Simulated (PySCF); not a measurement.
FRb, triplet, at the geometry of the source list (a higher spin typed on purpose: for a closed-shell molecule this is an excited state) (core potentials on Rb); PySCF with HF/def2-TZVP.

Input for PySCF:
```python
from pyscf import gto, scf

mol = gto.Mole()
mol.atom = '''
    Rb   -0.587300   -0.484300   -0.793300
    F     0.587300    0.484300    0.793300
'''
mol.basis = 'def2-tzvp'
mol.ecp = {'Rb': 'def2-tzvp'}
mol.charge = 0
mol.spin = 2
mol.verbose = 4
mol.build()

mf = scf.UHF(mol)
mf.kernel()
```

It wrote (shortened):

```
PySCF version 2.14.0

[INPUT] verbose = 4
[INPUT] num. atoms = 2
[INPUT] num. electrons = 18
[INPUT] charge = 0
[INPUT] spin (= nelec alpha-beta = 2S) = 2
[INPUT] symmetry False subgroup None
[INPUT] Mole.unit = angstrom
[INPUT] Symbol           X                Y                Z      unit          X                Y                Z       unit  Magmom
[INPUT]  1 Rb    -0.587300000000  -0.484300000000  -0.793300000000 AA   -1.109836152957  -0.915194362127  -1.499119734617 Bohr   0.0
[INPUT]  2 F      0.587300000000   0.484300000000   0.793300000000 AA    1.109836152957   0.915194362127   1.499119734617 Bohr   0.0

nuclear repulsion = 19.4930702210876
number of shells = 24
number of NR pGTOs = 89
number of NR cGTOs = 64
basis = def2-tzvp
ecp = {'Rb': 'def2-tzvp'}

******** <class 'pyscf.scf.uhf.UHF'> ********
method = UHF
initial guess = minao
damping factor = 0
level_shift factor = 0
DIIS = <class 'pyscf.scf.diis.CDIIS'>
diis_start_cycle = 1
diis_space = 8
diis_damp = 0
SCF conv_tol = 1e-09
SCF conv_tol_grad = None
SCF max_cycles = 50
direct_scf = True
direct_scf_tol = 1e-13
number electrons alpha = 10  beta = 8
Set gradient conv threshold to 3.16228e-05
init E= -120.164237283236

cycle= 1 E= -123.126058402632  delta_E= -2.96  |g|= 0.299  |ddm|= 1.72
cycle= 2 E= -123.167028681634  delta_E= -0.041  |g|= 0.0787  |ddm|= 0.287
cycle= 3 E= -123.173866164033  delta_E= -0.00684  |g|= 0.0254  |ddm|= 0.151
cycle= 4 E= -123.174645528859  delta_E= -0.000779  |g|= 0.00948  |ddm|= 0.0811
cycle= 5 E= -123.174723247952  delta_E= -7.77e-05  |g|= 0.00288  |ddm|= 0.0335
cycle= 6 E= -123.174736173073  delta_E= -1.29e-05  |g|= 0.000816  |ddm|= 0.0233
cycle= 7 E= -123.174737265236  delta_E= -1.09e-06  |g|= 0.000241  |ddm|= 0.00779
cycle= 8 E= -123.174737367589  delta_E= -1.02e-07  |g|= 5.53e-05  |ddm|= 0.00224
cycle= 9 E= -123.174737375758  delta_E= -8.17e-09  |g|= 1.52e-05  |ddm|= 0.000504
cycle= 10 E= -123.174737377207  delta_E= -1.45e-09  |g|= 7.63e-06  |ddm|= 0.000103
cycle= 11 E= -123.174737377855  delta_E= -6.47e-10  |g|= 3.25e-06  |ddm|= 8.02e-05
Extra cycle  E= -123.174737377924  delta_E= -6.94e-11  |g|= 2.25e-06  |ddm|= 1.66e-05
converged SCF energy = -123.174737377924  <S^2> = 2.0046565  2S+1 = 3.0031028
```
